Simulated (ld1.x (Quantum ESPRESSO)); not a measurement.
## silicon: one change to an ultrasoft potential, before and after

```
Element                 : silicon
Generator               : ld1.x (Quantum ESPRESSO) 7.5
Type                    : ultrasoft
Functional              : PBE
Relativity              : non-relativistic
Frozen core             : [Ne]
Valence charge          : 4
Reference configuration : 3s2 3p1 (charge +1)
Partial waves           : 3s (bound): rcut 1.40, rcutus 1.70 bohr; 3s channel at 1.25 Ry: rcut 1.40, rcutus 1.70 bohr; 3p (bound): rcut 2.10, rcutus 2.50 bohr; 3p channel at -0.25 Ry: rcut 2.10, rcutus 2.50 bohr
Local potential         : all-electron potential smoothed inside 2.10 bohr (lloc = -1)
Core correction         : none
Augmentation charge     : built from norm-conserving waves at rcut, not smoothed further
```

Change: waves 3p (bound): rcut 2.10, rcutus 2.92 bohr; 3p channel at -0.25 Ry: rcut 2.10, rcutus 2.92 bohr.

Cutoffs: the cutoffs (Ry, on a coarse ladder) from which the occupation-weighted sum of valence levels, in a spherical-Bessel basis at the reference potential, stays within 10 and 1 mRy of its value at 400 Ry; they do not see the model core or the augmentation charge, which bear on the density cutoff. Errors are all-electron minus pseudo energies relative to the spin-unpolarised reference configuration.

How do hardness, ghosts and transferability respond?

The potential gets neither clearly harder nor softer (10 Ry and 15 Ry → 10 Ry and 15 Ry); the s channel sets the loose cutoff, while the largest relative change is in p, which becomes softer; the errors of the 7 common tests hardly move; neither file shows a bound ghost.

| quantity | base | changed |
| --- | --- | --- |
| cutoff, loose | 10 Ry | 10 Ry |
| cutoff, tight | 15 Ry | 15 Ry |
| loose cutoff by channel (10 mRy a level) | s 8 Ry, p 8 Ry | s 8 Ry, p 6 Ry |
| bound ghosts | none | none |
| error for 3s2 3p2, meV [ΔE -7.75 eV] | -1.0 | -1.0 |
| error for 3s2 3p0, meV [ΔE 16.01 eV] | +1.1 | +1.1 |
| error for 3s1 3p0, meV [ΔE 49.91 eV] | +63 | +63 |
| error for 3s2 3p2.3, meV [ΔE -8.68 eV] | -1.6 | -1.6 |
| error for 3s1 3p2, meV [ΔE 7.37 eV] | +7.5 | +7.6 |
| error for 3s0 3p4, meV [ΔE 5.91 eV] | +26 | +26 |
| error for 3s1 3p3, meV [ΔE -0.99 eV] | +6.1 | +6.1 |
| lowest overlap eigenvalue by channel | s 0.35, p 0.85 | s 0.35, p 0.69 |
